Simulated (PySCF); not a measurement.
## Electron correlation in Kr (krypton, neutral)

[Kr], closed-shell 1S. Computed with PySCF 2.14 in jorge-DZP-DKH (8s6p2d1f, 43 functions), with the spin-free X2C one-electron Hamiltonian (Gaussian nucleus). Frozen: [Ar] 3d10; 8 electrons correlated.

MP2 pair energies summed by pair of shells (mhartree):

```
 pair  energy  share (%)
4p-4p  -31.29       61.1
4s-4p  -16.50       32.2
4s-4s   -3.42        6.7
```

Total MP2 correlation energy: -51.21 mhartree.

Same-spin part -12.14 and opposite-spin part -39.07 mhartree; SCS-MP2 scales them by 1/3 and 6/5 to -50.93 mhartree.

| level | correlation energy (mhartree) |
| --- | --- |
| CCSD | -57.35 |
| (T) | -0.50 |
| CCSD(T) | -57.85 |

Diagnostics: T1 = 0.00088, D1 = 0.0014, largest double amplitude 0.032.

Problem. Is a single reference adequate?

Solution. Yes, within this model without spin-orbit coupling: T1 lies below 0.03 and no double amplitude reaches 0.07.
